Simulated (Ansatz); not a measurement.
Sn2Ge2, relaxed as a singlet with RKS PBE0-D4/def2-SVP in Ansatz, starting from the GFN1-xTB geometry. Force threshold 0.02 eV/Å.

In the def2 sets Sn takes a core potential; there is no spin–orbit coupling. The structure comes from a short search, and lower isomers may exist.

Start:

Cartesian coordinates in Å:
```
Ge -0.533 1.818 -0.966
Ge -1.097 -0.402 -1.108
Sn -0.419 -0.230 1.501
Sn 2.049 -1.186 0.574
```

Q: Estimate the energy that the relaxation releases and the steps that it takes.

A: 215.7 kJ/mol, in 12 steps; 52 s on 2 threads of AMD EPYC 7R13 on a shared host. No frequencies were taken in this run, so the end may be a saddle point.

Q: Does the start keep its bonding and symmetry?

A: Bonds formed: Ge2–Sn4 (atoms count from 1). The end is the same structure that another start reached, the lowest one found.

Q: Predict the relaxed structure.

A: 
```
atom    x (Å)    y (Å)    z (Å)
 Ge1  -1.2909   1.6381  -0.6413
 Ge2  -0.0021  -0.2930  -1.2128
 Sn3  -0.0792   0.4622   1.4668
 Sn4   1.3721  -1.8072   0.3873
```
Bond lengths (bridged metal pairs left out): 3 × Ge–Sn 2.60 to 2.79 Å; 1 × Ge–Ge 2.39 Å; 1 × Sn–Sn 2.90 Å.
